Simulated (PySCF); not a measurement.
**NMR parameters of Si(vinyl)2(OiPr)2**

Si(vinyl)2(OiPr)2, C10H20O2Si, point group C1.

Geometry:
```
atom   x (Å)   y (Å)   z (Å)
 Si1   0.695  -0.371   0.097
  C2   0.895  -0.434   1.952
  C3   2.042  -0.769   2.556
  H4   0.033  -0.193   2.589
  H5   2.940  -1.024   1.980
  H6   2.143  -0.814   3.647
  C7   2.320  -0.611  -0.770
  C8   2.523  -1.608  -1.639
  H9   3.143   0.091  -0.579
 H10   1.729  -2.329  -1.862
 H11   3.477  -1.744  -2.163
 O12  -0.053   1.071  -0.282
 C13   0.243   2.343   0.261
 C14  -1.064   3.018   0.634
 C15   1.050   3.146  -0.744
 H16   0.848   2.222   1.182
 H17  -1.697   3.132  -0.259
 H18  -0.887   4.014   1.068
 H19  -1.614   2.410   1.367
 H20   1.989   2.629  -0.992
 H21   0.476   3.269  -1.676
 H22   1.297   4.144  -0.350
 O23  -0.297  -1.567  -0.472
 C24  -1.688  -1.659  -0.209
 C25  -2.026  -3.120   0.015
 C26  -2.461  -1.037  -1.357
 H27  -1.929  -1.099   0.717
 H28  -1.781  -3.704  -0.887
 H29  -3.096  -3.250   0.234
 H30  -1.442  -3.526   0.853
 H31  -2.172   0.017  -1.475
 H32  -2.233  -1.567  -2.294
 H33  -3.546  -1.092  -1.179
```

GIAO calculations in PySCF 2.14 on the PBE0-D3(BJ)/def2-SVP structure: isolated species, non-relativistic, equivalent atoms averaged; basis pcSseg-1.

(1) Give the isotropic shieldings (ppm) with PBE0, wB97X-D.

(2) And the chemical shifts, against references computed in the same way?

(3) Which part of the shielding of Si1 depends on the functional?

Answers

(1) 
```json
{"atoms": "Si1", "environment": "silicon bonded to 2 C, 2 O", "PBE0": "381.9", "wB97X-D": "382.1"}
{"atoms": "O12/O23", "environment": "oxygen bonded to C, Si", "PBE0": "244.9", "wB97X-D": "249.7"}
{"atoms": "C3/C8", "environment": "carbon bonded to C, 2 H", "PBE0": "36.0", "wB97X-D": "35.3"}
{"atoms": "C2/C7", "environment": "carbon bonded to C, Si, H", "PBE0": "44.2", "wB97X-D": "44.3"}
{"atoms": "C13/C24", "environment": "carbon bonded to 2 C, O, H", "PBE0": "118.3", "wB97X-D": "119.1"}
{"atoms": "C14/C15/C25/C26", "environment": "carbon bonded to C, 3 H", "PBE0": "157.3", "wB97X-D": "157.1"}
{"atoms": "H5/H6/H10/H11", "environment": "hydrogen on a carbon bonded to C", "PBE0": "24.83", "wB97X-D": "24.96"}
{"atoms": "H4/H9", "environment": "hydrogen on a carbon bonded to C, Si", "PBE0": "25.00", "wB97X-D": "25.18"}
{"atoms": "H16/H27", "environment": "hydrogen on a carbon bonded to 2 C, O", "PBE0": "27.38", "wB97X-D": "27.59"}
{"atoms": "H17/H18/H19/H20/H21/H22/H28/H29/H30/H31/H32/H33", "environment": "hydrogen on a carbon bonded to C", "PBE0": "30.05", "wB97X-D": "30.15"}
{"atoms": "HOMO–LUMO gap (eV)", "environment": "–", "PBE0": "7.08", "wB97X-D": "10.77"}
```

(2) 
```
                                          atoms  nucleus, reference   PBE0  wB97X-D
                                            Si1           ²⁹Si, TMS  -29.9    -29.2
                                        O12/O23            ¹⁷O, H2O   89.6     83.5
                                          C3/C8            ¹³C, TMS  148.4    149.2
                                          C2/C7            ¹³C, TMS  140.2    140.2
                                        C13/C24            ¹³C, TMS   66.1     65.5
                                C14/C15/C25/C26            ¹³C, TMS   27.1     27.4
                                  H5/H6/H10/H11             ¹H, TMS   6.44     6.42
                                          H4/H9             ¹H, TMS   6.27     6.20
                                        H16/H27             ¹H, TMS   3.89     3.79
H17/H18/H19/H20/H21/H22/H28/H29/H30/H31/H32/H33             ¹H, TMS   1.22     1.23
```

(3) Diamagnetic: PBE0 889, wB97X-D 889 ppm; paramagnetic: PBE0 -507, wB97X-D -507 ppm.

Experimental scales use liquid or dissolved standards, which lie at an offset from isolated H2O (liquid H2O: subtract about 36 ppm).
